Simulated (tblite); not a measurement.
C₅H₇NO.
Atom-mapped SMILES: `[CH3:1][C:2](=[O:3])[CH2:4][CH2:5][C:6]#[N:7]` (hydrogens: H8, H9, H10 on C1; H11, H12 on C4; H13, H14 on C5)

Structure used (GFN2-xTB), in Å, numbered top down from 1:
```
atom  x, y, z in Å
C1    -2.1950    0.4446    0.2322
C2    -1.0190   -0.4269   -0.1225
O3    -1.1201   -1.5955   -0.3897
C4     0.3163    0.2957   -0.1148
C5     1.4640   -0.6514   -0.4792
C6     2.7264    0.0388   -0.4708
N7     3.7196    0.6046   -0.4600
H8    -2.0594    0.8644    1.2265
H9    -3.1107   -0.1396    0.2072
H10   -2.2721    1.2697   -0.4723
H11    0.4786    0.7226    0.8779
H12    0.2696    1.1267   -0.8230
H13    1.5040   -1.4790    0.2346
H14    1.2972   -1.0751   -1.4734
```

Calculated harmonic vibrations of the isolated species, GFN2-xTB (tblite), most abundant isotopes, no scaling. This tight-binding method is rough: wavenumbers can miss measured ones by several per cent, in bad cases by 10 to 20. One conformer, not necessarily the lowest. The optimisation stopped once no atom felt more than 0.01 eV/Å.

Lowest wavenumbers of the output (negative numbers stand for imaginary wavenumbers):
```
mode    cm-1
  1     -47.9
  2      50.1
  3      83.4
  4     117.5
  5     233.0
  6     368.2
  7     379.6
  8     476.5
  9     524.1
 10     585.3
 11     754.4
 12     872.4
 13     900.0
 14     961.9
 15    1010.0
```

Q: Is this structure a minimum?

A: Not by this Hessian. 1 mode is imaginary beyond 20i (48i cm⁻¹), so at this level the point lies at or near a first-order saddle. The curvature is small, so loose convergence or finite differences may be the whole cause.

Q: Which atoms move in the imaginary mode?

A: 48i: H10 (methyl hydrogen) 23 %, H8 (methyl hydrogen) 23 %, C5 (sp3 carbon next to a nitrile) 10 %. These are shares of the mass-weighted motion.

Q: What is the remedy?

A: Step along that mode in both directions, optimise again with tighter thresholds and repeat the frequencies. The zero-point energy of this point (68.4 kcal/mol) counts the 35 real modes alone, and thermal corrections from it aren't those of a minimum.
